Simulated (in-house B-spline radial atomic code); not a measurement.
## The chromium ion Cr⁶⁺: [Ne] 3s2 3p5 3d1 (an excited or competing configuration)

Method: non-relativistic CAM-B3LYP, spin-polarised, spherical fractional occupations, exact exchange averaged over the configuration, point nucleus. Calculated with an all-electron radial atomic-structure program (B-spline basis).

Z_r = [3n² - l(l+1)]/(2<r>); Z_e = n√(-2ε); the last column is Slater's effective charge. Values are occupation-weighted means over spin.

| shell | electrons | ε (eV) | <r> (bohr) | Z_r | Z_e | Slater |
| --- | --- | --- | --- | --- | --- | --- |
| 1s | 2 | -5987.4 | 0.06418 | 23.37 | 20.98 | 23.70 |
| 2s | 2 | -789.63 | 0.2953 | 20.32 | 15.24 | 19.85 |
| 2p | 6 | -688.79 | 0.2604 | 19.20 | 14.23 | 19.85 |
| 3s | 2 | -182.99 | 0.8527 | 15.83 | 11.00 | 13.10 |
| 3p | 5 | -153.62 | 0.8745 | 14.29 | 10.08 | 13.10 |
| 3d | 1 | -108.91 | 0.8953 | 11.73 | 8.49 | 7.00 |

The least bound orbital is 3d up at -108.9 eV, and it is also the most diffuse (<r> = 0.8953 bohr).
